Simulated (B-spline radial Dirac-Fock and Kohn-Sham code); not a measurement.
X-ray form factors of cadmium in several charge states

Method: Dirac-Fock densities. Computed with a B-spline atomic structure program.

Configurations: Cd³⁷⁺ [Ne] 3s1; Cd³⁸⁺ [He] 2s2 2p6; Cd³⁹⁺ [He] 2s2 2p5; Cd⁴⁰⁺ [He] 2s2 2p4; Cd⁴⁴⁺ [He] 2s2; Cd⁴⁵⁺ [He] 2s1. The first column is f₀ of Cd³⁷⁺, the others are differences from it.

| s (Å⁻¹) | Cd³⁷⁺ | Δ Cd³⁸⁺ | Δ Cd³⁹⁺ | Δ Cd⁴⁰⁺ | Δ Cd⁴⁴⁺ | Δ Cd⁴⁵⁺ |
| --- | --- | --- | --- | --- | --- | --- |
| 0 | 11.000 | -1.000 | -2.000 | -3.000 | -7.000 | -8.000 |
| 0.1 | 10.982 | -0.992 | -1.991 | -2.989 | -6.985 | -7.984 |
| 0.2 | 10.929 | -0.968 | -1.963 | -2.958 | -6.940 | -7.935 |
| 0.3 | 10.841 | -0.929 | -1.918 | -2.907 | -6.867 | -7.855 |
| 0.4 | 10.722 | -0.877 | -1.857 | -2.837 | -6.767 | -7.745 |
| 0.5 | 10.573 | -0.813 | -1.782 | -2.752 | -6.642 | -7.609 |
| 0.7 | 10.199 | -0.663 | -1.603 | -2.545 | -6.333 | -7.269 |
| 0.9 | 9.747 | -0.499 | -1.402 | -2.308 | -5.965 | -6.862 |
| 1.1 | 9.247 | -0.342 | -1.200 | -2.064 | -5.564 | -6.415 |
| 1.4 | 8.458 | -0.150 | -0.932 | -1.722 | -4.949 | -5.718 |
